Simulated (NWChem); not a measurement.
**Lowest excitation of ClFSn**

```xyz
3

Sn    -0.5025     0.2357     0.0000
F      0.7969     1.7071     0.0000
Cl     1.0562    -1.5970     0.0000
```
Charge 0, spin multiplicity 1.

Program: NWChem. The geometry was optimised at B3LYP/def2-SVP with def2 effective core potentials on Sn, a minimum by its harmonic frequencies.

Basis set: def2-SVPD.

Effective core potentials replace the inner electrons of Sn; spin-orbit coupling is left out. B3LYP has NWChem's definition, with VWN1-RPA local correlation. The structure started from a generated list of species.

Q: Order these methods by the lowest vertical singlet excitation energy they give, lowest first: TD-PBE, TD-B3LYP, TDA-BHandHLYP, CIS.

A: TD-PBE (3.77 eV), TD-B3LYP (4.09 eV), TDA-BHandHLYP (4.59 eV), CIS (4.91 eV)
